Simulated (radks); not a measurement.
Question: These are the eigenvalues of the occupied orbitals of an atom or ion with whole-number occupations (hartree). Method: Dirac Kohn-Sham, PBE, spin-unpolarised, spherical densities, point nucleus; computed with a radial shooting solver on a logarithmic mesh with Libxc functionals.

| orbital | eigenvalue |
|---|---|
| 1s1/2 | -459.3987 |
| 2s1/2 | -59.03273 |
| 2p1/2 | -52.95633 |
| 2p3/2 | -51.42167 |
| 3s1/2 | -7.83981 |
| 3p1/2 | -5.76212 |
| 3p3/2 | -5.54631 |
| 3d3/2 | -1.96768 |
| 3d5/2 | -1.93481 |
| 4s1/2 | -0.63303 |
| 4p1/2 | -0.24697 |
| 4p3/2 | -0.23322 |

Which element is it, and in what charge state? The configuration may be excited. Open shells, if any, fill j = l - 1/2 first.

Answer: Z = 34, selenium, charge 0: Se in [Ar] 3d10 4s2 4p4. The list shows which subshells hold electrons but not how many an open one holds; the 1s level, -459.4 hartree, gives Z - s = 30.3 by -(Z - s)^2/2, which with screening and relativity narrows Z to a few neighbours, and the depths of the outer levels then fix element, charge and occupations together.
